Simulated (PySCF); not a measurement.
Computed IR spectrum (relative IR intensity) of a molecule C₄H₇FSi. Coordinates come from a B3LYP-D3(BJ)/def2-SVP optimisation. Other conformers were not sampled. Computed with B3LYP-D3(BJ)/def2-SVP (PySCF 2.14.0). Frequencies are harmonic and unscaled.

```json
[
 {"ν (cm⁻¹)": "323", "relative intensity": "2.0"},
 {"ν (cm⁻¹)": "458", "relative intensity": "7.0"},
 {"ν (cm⁻¹)": "534", "relative intensity": "6.2"},
 {"ν (cm⁻¹)": "597", "relative intensity": "4.7"},
 {"ν (cm⁻¹)": "686", "relative intensity": "10.0"},
 {"ν (cm⁻¹)": "700", "relative intensity": "4.8"},
 {"ν (cm⁻¹)": "724", "relative intensity": "11"},
 {"ν (cm⁻¹)": "786", "relative intensity": "49"},
 {"ν (cm⁻¹)": "816", "relative intensity": "44"},
 {"ν (cm⁻¹)": "909", "relative intensity": "81"},
 {"ν (cm⁻¹)": "988", "relative intensity": "15"},
 {"ν (cm⁻¹)": "1007", "relative intensity": "4.7"},
 {"ν (cm⁻¹)": "1028", "relative intensity": "9.5"},
 {"ν (cm⁻¹)": "1087", "relative intensity": "43"},
 {"ν (cm⁻¹)": "1268", "relative intensity": "11"},
 {"ν (cm⁻¹)": "1289", "relative intensity": "5.3"},
 {"ν (cm⁻¹)": "1333", "relative intensity": "21"},
 {"ν (cm⁻¹)": "1432", "relative intensity": "2.9"},
 {"ν (cm⁻¹)": "2192", "relative intensity": "100"},
 {"ν (cm⁻¹)": "3047", "relative intensity": "15"},
 {"ν (cm⁻¹)": "3113", "relative intensity": "15"},
 {"ν (cm⁻¹)": "3121", "relative intensity": "2.3"},
 {"ν (cm⁻¹)": "3199", "relative intensity": "4.7"}
]
```

### Question
Which structure fits?
(A) C=C[SiH](F)C=C
(B) F[Si@@H]1C=CCC1
(C) CC1=C(F)C[SiH2]1
(D) C[Si@H]1C=C[C@H]1F

### Answer
D, C[Si@H]1C=C[C@H]1F
